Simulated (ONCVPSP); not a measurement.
**Configuration tests for aluminium (ONCV)**

| Item | Value |
| --- | --- |
| Element | Al |
| Generator | ONCVPSP 4.0.1 |
| Type | optimised norm-conserving Vanderbilt (ONCV) |
| Functional | LDA (Perdew-Wang 92) |
| Relativity | non-relativistic |
| Frozen core | [Ne] |
| Valence charge | 3 |
| Reference configuration | 3s2 3p0.5 (charge +0.5) |
| Partial waves | 3s: rc 1.90 bohr, ncon 5, nbas 9, qcut 2.7 1/bohr, 1 projector; 3p: rc 2.15 bohr, ncon 5, nbas 9, qcut 3.8 1/bohr, 2 projectors, debl 2.6 Ha |
| Local potential | polynomial inside 1.50 bohr (lpopt 5, dvloc0 0 Ha) |
| Core correction | polynomial model core, fcfact 0.2 |

Energies are relative to the spin-unpolarised reference configuration 3s2 3p0.5; without spin polarisation the order of configurations can differ from experiment.

```csv
valence configuration,charge,ΔE all-electron (eV),error AE − PS (meV)
3s2 3p1,0,-2.127,+0.4
3s1 3p0,+2,23.060,+19
3s0 3p3,0,8.308,-10
```

Problem. What are ΔE and the potential's error for 3s2 3p0?

Solution. ΔE = 3.724 eV all-electron; the error (AE − PS) is +1.3 meV.

Levels in the configuration 3s2 3p0:

```
level  all-electron (eV)  pseudo (eV)
   3s            -14.890      -14.882
```
